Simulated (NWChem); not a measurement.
Molecule: CdH$_{2}$O; SMILES [OH][CdH]

```xyz
4

Cd    -0.0040     0.2840     0.0000
H     -0.0464     1.9265     0.0000
O     -0.0696    -1.6816     0.0000
H      0.7948    -2.1058     0.0000
```
Atoms are numbered in this order, from 1.

Structure relaxed at the PBE0/def2-SVP level. def2 effective core potentials on Cd; no spin-orbit coupling.

Symmetry labels are those of Cs in the frame above (b1 and b2, or b-type labels, depend on it).

Q: List the 4 lowest vertical singlet excitations from B3LYP/def2-SVP with def2 effective core potentials on Cd, full TDDFT (NWChem).

A: 
```tsv
state	energy (eV)	oscillator strength	symmetry	leading excitation (squared amplitude)
S1	5.17	0.018	a"	HOMO → LUMO (0.93)
S2	5.64	0.009	a"	HOMO → LUMO+2 (0.93)
S3	5.73	0.005	a'	HOMO → LUMO+1 (0.62)
S4	6.18	0.000	a"	HOMO−1 → LUMO+1 (1.00)
```
